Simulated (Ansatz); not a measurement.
# Molecular dynamics of N

Input:

```yaml
crystal:
  lattice:
    - [7.03385, 0.0, 0.0]
    - [0.0, 7.03385, 0.0]
    - [0.0, 0.0, 7.03385]
  atoms:
    - { symbol: "N", position: [0.75541477, 1.22336011, 0.10310806] }
    - { symbol: "N", position: [0.85137668, 1.14102954, 0.00957014] }
    - { symbol: "N", position: [0.62395659, 0.38780048, 0.51803381] }
    - { symbol: "N", position: [0.7561434, 0.44720326, 0.45795228] }
    - { symbol: "N", position: [-0.01891195, 0.56660764, 0.84144292] }
    - { symbol: "N", position: [-0.09816899, 0.67792748, 0.76119084] }
    - { symbol: "N", position: [0.40586498, 1.00438904, 0.43296054] }
    - { symbol: "N", position: [0.42335099, 0.85591337, 0.40126658] }
    - { symbol: "N", position: [0.50979851, 0.86521982, 0.92447869] }
    - { symbol: "N", position: [0.36436022, 0.91052572, 0.89839453] }
    - { symbol: "N", position: [0.21514649, 0.38898854, 0.257768] }
    - { symbol: "N", position: [0.28850007, 0.45435334, 0.13803714] }
basis:
  ecutwfc: 420.0
kpoints:
  mp_grid: { grid: [1, 1, 1] }
hamiltonian:
  xc: pbe
scf:
  occupations: { method: fermi_dirac, width: 0.05 }
  lower_state_search: "off"
  max_iter: 95
md:
  timestep: 1
  n_steps: 200
  ensemble: nvt_langevin
  temperature: 350.0
  initial_velocities: maxwell_boltzmann
  seed: 513644
  friction: 0.5
```

Run as:

```bash
$ ansatz run input.yaml --threads 1 --pin off --max-ram 3072MiB --backend cpu --events-out ev --progress --plain --runs-dir out
```

It goes on from the last frame of an earlier run, with new velocities.

Output, in part (step lines):

```
md step     0: t =     0.00 fs  T =   320.8 K  F+E_penalty+E_count = -4607.94645395 eV  E_kin = 0.497651 eV  (9 SCF iters)
md step     1: t =     1.00 fs  T =   529.6 K  F+E_penalty+E_count = -4607.95920745 eV  E_kin = 0.821485 eV  (10 SCF iters)
md step     2: t =     2.00 fs  T =   352.1 K  F+E_penalty+E_count = -4607.94037166 eV  E_kin = 0.546153 eV  (9 SCF iters)
md step     3: t =     3.00 fs  T =   389.9 K  F+E_penalty+E_count = -4607.94621041 eV  E_kin = 0.604726 eV  (8 SCF iters)
md step     4: t =     4.00 fs  T =   358.4 K  F+E_penalty+E_count = -4607.98873200 eV  E_kin = 0.555975 eV  (8 SCF iters)
md step     5: t =     5.00 fs  T =   374.4 K  F+E_penalty+E_count = -4608.00091907 eV  E_kin = 0.580785 eV  (8 SCF iters)
md step     6: t =     6.00 fs  T =   397.1 K  F+E_penalty+E_count = -4607.98712004 eV  E_kin = 0.615994 eV  (8 SCF iters)
md step     7: t =     7.00 fs  T =   325.5 K  F+E_penalty+E_count = -4607.96234183 eV  E_kin = 0.504955 eV  (7 SCF iters)
[... lines left out ...]
md step   199: t =   199.00 fs  T =   336.6 K  F+E_penalty+E_count = -4607.79987115 eV  E_kin = 0.522162 eV  (7 SCF iters)
md step   200: t =   200.00 fs  T =   520.5 K  F+E_penalty+E_count = -4607.82634495 eV  E_kin = 0.807383 eV  (9 SCF iters)
```

The steps, from the saved trajectory:

```csv
time (fs),T (K),potential energy less start (eV)
0.0,321,0.000
6.0,397,-0.041
12.0,364,-0.060
18.0,295,-0.013
24.0,407,0.000
30.0,226,-0.008
36.0,442,-0.010
42.0,342,0.016
48.0,332,-0.048
54.0,443,0.087
60.0,374,0.159
66.0,463,0.061
72.0,231,0.065
78.0,316,0.081
84.0,355,-0.018
90.0,286,0.013
96.0,408,0.096
102.0,265,0.022
108.0,501,-0.019
114.0,310,0.035
120.0,221,-0.013
126.0,322,0.063
132.0,434,0.000
138.0,701,0.110
144.0,446,0.171
150.0,390,0.089
156.0,263,0.041
162.0,308,0.096
168.0,263,0.153
174.0,385,0.248
180.0,380,0.069
186.0,477,0.006
192.0,269,0.068
198.0,267,0.112
```

All steps were run. A run of 0.2 ps of so small a system gives no equilibrium averages. The friction is so strong that the motion is overdamped, so the time scale means little. Limits of this set-up: coarse k mesh.

Mean squared displacements from the first frame to the last, about the centre of mass: N 0.05 Å².

Last frame:

```xyz
12
Lattice="7.0339 0.0000 0.0000 0.0000 7.0339 0.0000 0.0000 0.0000 7.0339" Properties=species:S:1:pos:R:3
N 5.184 8.438 0.681
N 5.985 8.116 0.029
N 4.308 2.686 3.659
N 5.262 3.155 3.389
N -0.361 3.932 6.008
N -0.941 4.757 5.533
N 2.787 7.210 2.852
N 3.087 6.189 2.640
N 3.443 6.339 6.564
N 2.322 6.408 6.496
N 1.654 2.833 2.141
N 2.062 3.244 1.225
```

Run time: 3.8 min on 1 thread of Arm Neoverse V2 (shared host), peak memory 0.38 GiB.
